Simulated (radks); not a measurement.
Task: The table gives one normalised radial function P(r) = r R(r) of Sr+ in [Kr] 5s1 (r in bohr). All-electron calculation, scalar-relativistic Kohn-Sham, LDA (Slater exchange, Perdew-Wang correlation), spin-polarised, spherical densities, point nucleus; open shells are filled with parallel spins first (spin-orbit coupling, left out, can overturn this in heavy ions); hard spherical wall at 6 bohr. Program: a radial shooting solver on a logarithmic mesh with Libxc functionals.

r	P
0.002932	0.0000
0.004373	0.0001
0.006577	0.0003
0.009811	0.0009
0.01464	0.0029
0.02184	0.0087
0.03257	0.0251
0.04859	0.0684
0.07249	0.1722
0.109	0.3930
0.1626	0.7549
0.2426	1.1804
0.362	1.4169
0.54	1.2305
0.8055	0.7234
1.202	0.2583
1.807	0.0449
2.696	0.0031
4.022	0.0001
6	0.0000

Which n and l does it have? It may be an empty orbital.

Result: n = 3, l = 2: the number of nodes gives n - l - 1 = 0, the rise at small r (about r^(l+1), flatter next to the nucleus through relativity) gives l, and the extent must fit the shell. The curve is that of 3d up; the table hardly tells the two spins apart. 3d up: eigenvalue -133.75 eV, 0 radial nodes, <r> = 0.499 bohr, 90 % of the charge inside 0.809 bohr.
